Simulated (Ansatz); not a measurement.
Spin states of the cluster Sr2O2⁻, each relaxed with r2SCAN-D4/def2-TZVPD in Ansatz. Electronic energies in the gas phase.

In the def2 sets Sr takes a core potential; there is no spin–orbit coupling. LC-ωPBE has ω = 0.4 bohr⁻¹. B3LYP takes the VWN-RPA correlation. Correlated methods freeze 2 core orbitals; core or outer-core shells of Sr are correlated, in sets that lack core-valence functions. In CCSD on the charge -1 doublet the largest single amplitude is 0.52, so its Hartree–Fock determinant may place the open shell otherwise than the density functionals do. The structure comes from a short search, and lower isomers may exist.

Doublet geometry (D2h within 0.1 Å):

Cartesian coordinates in Å:
```
Sr -1.579 0.035 -0.415
Sr 1.579 -0.036 0.415
O 0.316 0.882 -1.126
O -0.316 -0.881 1.126
```

Quartet geometry (D2h within 0.1 Å):

```xyz
4

Sr   -0.8891    1.1723    1.1250
Sr    0.8893   -1.1721   -1.1252
O     0.8631   -0.2121    0.9031
O    -0.8633    0.2118   -0.9030
```

⟨S²⟩: doublet 0.75 at PBE0-D4/def2-TZVPD (pure 0.75), quartet 3.77 at PBE0-D4/def2-TZVPD (pure 3.75).

Run but left out: HF/def2-TZVPD, HF/def2-TZVPPD, MP2/def2-TZVPD, MP2/def2-TZVPPD (doublet: a determinant that CCSD turns far, T1 0.074); B97M-V/def2-TZVPD (doublet: an occupied level 0.23 eV above an empty one).

Only these spin states were relaxed.

(1) Estimate which spin state lies lowest at each of these levels, and by how much: PBE-D4/def2-TZVPD; r2SCAN-D4/def2-TZVPD; B3LYP-D4/def2-TZVPD; PBE0-D4/def2-TZVPD; LC-ωPBE/def2-TZVPD; ωB97M-V/def2-TZVPD; CCSD/def2-TZVPPD; CCSD(T)/def2-TZVPPD.

Answers

(1) 
```
               level  quartet − doublet (kcal/mol)  lowest of these                                                                            remarks
   PBE-D4/def2-TZVPD                          31.2          doublet                               HOMO above zero (doublet), HOMO above zero (quartet)
r2SCAN-D4/def2-TZVPD                          27.7          doublet                               HOMO above zero (doublet), HOMO above zero (quartet)
 B3LYP-D4/def2-TZVPD                          27.8          doublet                               HOMO above zero (doublet), HOMO above zero (quartet)
  PBE0-D4/def2-TZVPD                          26.5          doublet                               HOMO above zero (doublet), HOMO above zero (quartet)
  LC-ωPBE/def2-TZVPD                          25.8          doublet                                                                                  –
  ωB97M-V/def2-TZVPD                          30.2          doublet                                                          HOMO above zero (doublet)
    CCSD/def2-TZVPPD                          24.0          doublet  HOMO above zero (doublet), large T1 (0.051) (quartet), large T1 (0.074) (doublet)
 CCSD(T)/def2-TZVPPD                          27.5          doublet  HOMO above zero (doublet), large T1 (0.051) (quartet), large T1 (0.074) (doublet)
```

Change of the quartet − doublet gap on mixing in exact exchange, in kcal/mol: PBE to PBE0 (25 % exact exchange) -4.7.
